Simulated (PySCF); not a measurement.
C₃H₆FNSi, SMILES [C@@H](C#C)(N)[SiH2]F. The structure is a stationary point at PBE-D3(BJ)/def2-SVP. The structure was generated by enumeration; whether it is a known compound was not checked. The values are those of a single conformer.

Computed equilibrium geometry at PBE-D3(BJ)/def2-SVP (PySCF confirms it by a frequency run) as a Z-matrix (one conformer of several):
```
C
H 1 1.1149
C 1 1.4558 2 108.80
C 3 1.2249 1 174.53 2 -129.97
H 4 1.0809 2 161.59 1 176.98
N 1 1.4780 2 108.23 3 123.68
H 6 1.0296 1 109.29 2 -176.99
H 6 1.0297 7 105.99 1 116.82
Si 1 1.9139 2 108.17 3 -114.81
F 9 1.6496 1 105.52 2 -68.52
H 9 1.5003 10 107.78 8 93.58
H 9 1.5013 11 112.41 10 -118.84
```
